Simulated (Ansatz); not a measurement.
A run for Ansatz (an electronic-structure program): R-MP2/def2-TZVPPD on CdI2 (SMILES [I][Cd][I]), atoms moved off the minimum. Elements past Kr take the def2 small-core potentials; no spin–orbit coupling. Files ending in .json are basis or fitting sets from the Basis Set Exchange. The run froze 22 orbitals, filled d shells among them.

Ansatz 0.2 input:
```yaml
crystal:
  periodic: [false, false, false]
  atoms:
    - {symbol: Cd, position_ang: [0.00223282, 0.00073902, 0.12316790]}
    - {symbol: I, position_ang: [0.14215190, 0.10133858, 2.56782042]}
    - {symbol: I, position_ang: [-0.00856207, 0.12385558, -2.78308292]}
basis:
  gaussian:
    orbitals: def2-TZVPPD.json
magnetization: {spin_polarized: false}
correlation: {method: mp2, electrons: outside_noble_gas}
scf: {lower_state_search: off}
output: {forces: true}
```

The head of its log:

```
WARN ansatz: RAYON_NUM_THREADS=6 ignored (pool sized by the plan → 6); use --threads N
Functional definition: HF
these checks for a lower state are left out or cut short: starts, cluster_reference, orbital_swaps, neighbouring_geometries, increment
integrals: 0.24 GiB planned
1456 factors; integrals over basis functions are off by at most 7.3e-4 eV
mean field: 0.93 GiB planned
mean field evaluation 1: about -20687.4204 eV, gradient 1.8e1 eV
mean field evaluation 2: about -20687.6677 eV, gradient 1.9e1 eV
mean field evaluation 4: about -20688.9203 eV, gradient 1.7e0 eV
mean field evaluation 8: about -20688.9448 eV, gradient 2.1e-1 eV
mean field evaluation 16: about -20688.9450 eV, gradient 1.8e-6 eV
mean field -20688.94503341 eV, -760.3047065071 hartree, gradient 1.8e-6 eV, S^2 0.000000; 0 other end points of the search recorded, 0 dependent functions left out
22 core orbitals not correlated
reference -20688.94503341 eV, -760.3047065071 hartree; 13, 13 occupied and 139, 139 virtual orbitals, 1456 factors
densities: 0.70 GiB planned
```

**Question.** Predict the final total energy.

**Answer.** -761.0076 hartree.
